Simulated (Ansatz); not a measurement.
Mulliken charges of Cl$_{2}$F$_{2}$OW, SMILES `[O]=[W]([F])([F])([Cl])[Cl]` from PBE/def2-TZVPP in Ansatz (PBE0-D4/def2-TZVP geometry).

```json
{"atom": "O1", "x (Å)": "-0.947", "y (Å)": "-0.047", "z (Å)": "-1.464", "charge (e)": "-0.231"}
{"atom": "W2", "x (Å)": "-0.060", "y (Å)": "-0.075", "z (Å)": "-0.050", "charge (e)": "0.992"}
{"atom": "F3", "x (Å)": "-1.236", "y (Å)": "-0.661", "z (Å)": "1.260", "charge (e)": "-0.221"}
{"atom": "F4", "x (Å)": "0.606", "y (Å)": "-1.802", "z (Å)": "0.081", "charge (e)": "-0.221"}
{"atom": "Cl5", "x (Å)": "2.037", "y (Å)": "0.519", "z (Å)": "-0.703", "charge (e)": "-0.160"}
{"atom": "Cl6", "x (Å)": "-0.358", "y (Å)": "2.002", "z (Å)": "0.830", "charge (e)": "-0.160"}
```

Q: By hand: the dipole of these point charges (1 e Å = 4.8032 D).

A: Σ q r = (0.030, 0.077, -0.028) e Å, of length 0.087 e Å = 0.42 D.

Q: How does the dipole of the full density compare? (Estimate.)

A: Computed: (0.107, 0.110, 0.061) e Å, 0.79 D; the point charges give 0.53 times that, at 46° from its direction.

Point charges leave out the atoms' own dipoles, such as those of lone pairs, and Mulliken's split depends on the basis, so the two needn't agree.
